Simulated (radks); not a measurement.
Spherical jellium clusters: N electrons in a uniform positive sphere of charge N and radius rs N^(1/3), rs = 3.12 bohr. Method: non-relativistic Kohn-Sham, PBE, spin-polarised, spherical densities; computed with a radial shooting solver with Libxc functionals. Levels are named by radial order and angular momentum (1s, 1p, 1d, 2s, ...), and open shells are averaged over m.

N = 19, configuration 1s2 1p6 1d10 2s(up 1, down 0). This is the lowest configuration that the search found. Occupied levels:

level,occupation,eigenvalue (eV),<r> (bohr)
1s up,1,-6.8670,4.936
1s down,1,-6.6130,5.341
1p up,3,-5.4302,6.189
1p down,3,-5.3795,6.207
1d up,5,-3.8061,7.031
1d down,5,-3.7629,6.978
2s up,1,-3.4614,5.999

Energy (eV): total -32.9071, kinetic 50.620, external -1385.1, Hartree 678.96, exchange-correlation -85.300, background 707.95.
